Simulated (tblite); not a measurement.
Start geometry of `[CH2][C@@H]1C[Si@@H](Cl)O[SiH2]1` [radical] from a force field or distance geometry (Å):
```
atom  x, y, z in Å
C1    -0.1199   -1.5111   -1.0753
C2     0.7481   -0.3019   -0.8214
C3     1.0505   -0.1307    0.6792
Si4   -0.7210    0.0373    1.2958
Cl5   -0.8583    1.3415    2.9358
O6    -1.6263    0.7619    0.0220
Si7   -0.3360    1.2002   -1.0488
H8    -1.1990   -1.1992   -1.1192
H9    -0.0629   -2.2017   -0.1940
H10    1.6660   -0.2830   -1.3956
H11    1.5550    0.8367    0.8225
H12    1.5654   -0.9972    1.0895
H13   -1.2702   -1.3002    1.6632
H14   -0.7665    1.3997   -2.4138
H15    0.3708    2.3558   -0.4618
```

What comes out of this run: GFN2-xTB geometry optimisation, gas phase in tblite 0.8.0?

```
atom  x, y, z in Å
C1     0.0615   -1.4502   -1.1880
C2     0.7488   -0.2635   -0.7013
C3     0.9492   -0.2717    0.8216
Si4   -0.7082    0.2354    1.6086
Cl5   -0.4978    1.4506    3.1831
O6    -1.3168    1.1081    0.3658
Si7   -0.4990    1.2046   -1.0494
H8     0.1465   -1.7506   -2.2144
H9    -0.6117   -1.9902   -0.5513
H10    1.6919   -0.1135   -1.2314
H11    1.7193    0.4566    1.0894
H12    1.3155   -1.2466    1.1433
H13   -1.6740   -0.8133    1.8905
H14   -1.4599    0.9299   -2.1007
H15    0.1301    2.5225   -1.0878
```

The energy falls by 39.7 kcal/mol over 84 L-BFGS steps, the largest force on an atom goes from 2.90 to 0.008 eV/Å, and the atoms move by 0.671 Å rms after alignment. The bond that changes most is Si4–Cl5 (ends: silicon bonded to C, Cl, O and H; chlorine bonded to Si), which shortens by 0.100 Å. Bonds longer at the end by more than 0.005 Å: 4 of 15; shorter: 9. Among the angles that change most is Si4–O6–Si7, from 99.9° to 120.1°. Among the dihedrals that turn most is H8–C1–C2–H10, from -139° to -33°. Rotational constants go from 2839, 1088, 974.0 to 3003, 1012, 871.7 MHz. The orientation of the end geometry is arbitrary; only internal coordinates are fixed.

Time: 0.64 s wall. Hardware: an Arm Neoverse V2 with one thread, on a shared host.

Its GFN2-xTB frequencies are all real (lowest 73 cm⁻¹). 3 starts were optimised and ended at 0.00, 1.16 and 1.17 kcal/mol (GFN2-xTB); the lowest of these is shown.

One conformer stands for the species.

All values are computed, not measured.
